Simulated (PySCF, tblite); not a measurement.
Rigid-rotor lines calculated for a species of formula C8H8FP (commonest isotopes; PBE0/pcSseg-1 in PySCF (dipole) on a GFN2-xTB geometry, gas phase), labelled J(Ka,Kc):

```tsv
transition	MHz
1(0,1) ← 0(0,0)	1452.5
2(0,2) ← 1(0,1)	2885.8
2(1,2) ← 1(1,1)	2731.5
2(1,1) ← 1(1,0)	3078.4
1(1,1) ← 0(0,0)	2536.7
```

**Question.** Find the rotational constants.

**Answer.** 1(0,1) ← 0(0,0) is B + C, 2(1,1) ← 1(1,0) is 3B + C and 2(1,2) ← 1(1,1) is B + 3C, so B − C is half the difference of the last two, 173.5 MHz. 1(1,1) ← 0(0,0) is A + C. A = 1897.2, B = 813.0, C = 639.5 MHz.

**Question.** What moments of inertia, asymmetry and inertial defect follow?

**Answer.** I = 505379 MHz·u·Å² over each constant: Ia = 266.38, Ib = 621.64, Ic = 790.26 u·Å²; κ = (2B − A − C)/(A − C) = -0.724 (asymmetric top); Δ = Ic − Ia − Ib = -97.75 u·Å².

**Question.** Which dipole components do these lines need?

**Answer.** μa and μb (a-type: ΔKa even, ΔKc odd; b-type: both odd). The calculation gives |μa| = 0.83 D, |μb| = 0.42 D, |μc| = 0.07 D.

**Question.** Predict further lines from these constants: 3(2,2) ← 3(1,3); 2(2,1) ← 2(1,2); 2(1,1) ← 2(0,2); 3(2,1) ← 2(1,2); 3(1,2) ← 2(1,1); 2(0,2) ← 1(1,1); 3(3,0) ← 3(2,1).

**Answer.** 
| transition | MHz | type | branch |
| --- | --- | --- | --- |
| 2(1,1) ← 2(0,2) | 1450 | b | Q |
| 2(0,2) ← 1(1,1) | 1802 | b | R |
| 2(2,1) ← 2(1,2) | 3773 | b | Q |
| 3(2,2) ← 3(1,3) | 4045 | b | Q |
| 3(1,2) ← 2(1,1) | 4605 | a | R |
| 3(3,0) ← 3(2,1) | 5773 | b | Q |
| 3(2,1) ← 2(1,2) | 8225 | b | R |

**Question.** Which structure gave them?

**Answer.** `Cc1cc(/P=C\F)ccc1`, point group C1. Three constants can't fix a structure by themselves; this is the one that was computed:
```xyz
18
C8H8FP angstrom
C     -2.176   -1.372   -0.254
C     -1.182   -0.258   -0.132
C     -1.570    0.981    0.367
C     -0.658    2.014    0.490
C      0.661    1.823    0.123
C      1.070    0.581   -0.354
P      2.823    0.361   -0.834
C      3.240   -0.983    0.073
F      2.437   -1.646    0.923
C      0.143   -0.446   -0.493
H     -2.339   -1.830    0.721
H     -1.819   -2.140   -0.935
H     -3.133   -0.997   -0.612
H     -2.600    1.137    0.654
H     -0.977    2.972    0.873
H      1.379    2.626    0.214
H      4.232   -1.414    0.049
H      0.460   -1.403   -0.884
```

The values belong to one conformer (point group C1) with, in the numbering `[CH3:1][c:2]1[cH:3][cH:4][cH:5][c:6](/[P:7]=[CH:8]\[F:9])[cH:10]1`, C5–C6–P7–C8 126°. Its lowest GFN2-xTB frequency is 5i cm⁻¹, too small to tell a flat minimum from a shallow saddle. No vibrational averaging or centrifugal distortion is included, and the geometry carries the error of its method. A rigid rotor knows nothing of internal rotation, which can split or shift real lines.

Hardware: an Intel Xeon Platinum 8488C with one thread, on a shared host. Cost: 48 s, 0.96 GiB resident at most. This is the PBE0/pcSseg-1 job that gave the dipole, with the shieldings it also computed.
